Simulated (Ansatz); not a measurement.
`[GeH3]/[CH]=C\Br` + HBr → `Br/C=C\Br` + GeH₄  (substitution at a C–Ge bond)

Isolated molecules relaxed with PBE0-D4/def2-TZVP in Ansatz; ΔE leaves out vibrations. CCSD(T)/CBS adds triple-zeta CCSD(T) − MP2 to the extrapolated MP2 energy (def2 sets, frozen cores). Double bonds are as drawn, so ΔE can hold a change between cis and trans. DFT in def2-TZVPP. B3LYP here is the variant with VWN-RPA as its local correlation; programs differ in this. For Br, Ge outer-core shells are correlated without core-valence functions, which leaves a few kJ/mol of doubt a bond. Scalar relativity is left out up to krypton.

```json
{"level": "r2SCAN-D4", "ΔE (kJ/mol)": "41.8"}
{"level": "B3LYP-D4", "ΔE (kJ/mol)": "41.4"}
{"level": "ωB97X-V", "ΔE (kJ/mol)": "43.7"}
{"level": "r2SCAN", "ΔE (kJ/mol)": "41.2"}
{"level": "PBE0", "ΔE (kJ/mol)": "40.4"}
{"level": "MP2/def2-TZVPP", "ΔE (kJ/mol)": "46.9"}
{"level": "MP2/def2-QZVPP", "ΔE (kJ/mol)": "47.1"}
{"level": "HF/CBS(def2)", "ΔE (kJ/mol)": "47.3"}
```

Question: What does CCSD(T)/CBS give? (An estimate is asked.)

Answer: The calculation gave: +49.6 kJ/mol. The listed levels differ from it by -7.8, -8.2, -5.9, -8.4, -9.2, -2.7, -2.5, -2.3 kJ/mol.

Largest T1 diagnostic among the species: 0.012.

From PBE to PBE0 (25 % exact exchange), in def2-TZVPP and without D4, ΔE moves by +4.5 kJ/mol.
